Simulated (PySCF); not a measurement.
**Relaxation of singlet SeCl4**

These are results of PySCF, PBE0, basis Se def2-SVP, Cl def2-SVP (no relativity, density fitting), not measurements. A (50,194) grid was used.

A hand-made square planar start, of D4h symmetry, held to at least that symmetry:

```xyz
5
charge 0 multiplicity 1, angstrom
Se    0.0000    0.0000    0.0000
Cl    2.1500    0.0000    0.0000
Cl    0.0000    2.1500    0.0000
Cl   -2.1500    0.0000    0.0000
Cl    0.0000   -2.1500    0.0000
```

Optimiser trace:
```tsv
step	E − E(last) (kJ/mol)	largest gradient (Eh/bohr)
0	79.38	0.05756
1	8.51	0.01624
2	0.71	0.00443
3	0.01	0.00050
4	0.00	0.00002
```

It ends at D4h with Se–Cl 2.306 Å (×4); Cl–Se–Cl 90.0° (×4), Cl–Se–Cl 180.0° (×2). A frequency run shows 2 imaginary modes, down to 286i cm⁻¹, so it is a higher-order saddle point. Other isomers or separated fragments may lie lower.
